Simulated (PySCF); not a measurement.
TiClO, SMILES [O]=[Ti+][Cl], charge +1, multiplicity 1. Atoms are numbered in the order given.

```xyz
3

Ti     0.4456     0.5903     0.0000
Cl    -0.1748    -1.4618     0.0000
O     -0.8539     1.4831     0.0000
```
Charge +1, spin multiplicity 1.

Coordinates come from a PBE-D3(BJ)/def2-TZVP optimisation. The multiplicity is an assumed one; other spin states were not compared. The isomer is the one that the SMILES or the coordinates give; other isomers of the formula were not compared.

Calculation: PySCF with PBE-D3(BJ)/def2-TZVP.

Frequencies are harmonic and unscaled.

| mode | ν (cm⁻¹) | IR (km/mol) | moving atoms (share of kinetic energy) |
|---|---|---|---|
| 1 | 237 | 8.4 | O 61 %, Cl 23 %, Ti 17 % |
| 2 | 506 | 70.6 | Cl 54 %, Ti 45 % |
| 3 | 1096 | 137.9 | O 75 %, Ti 25 % |
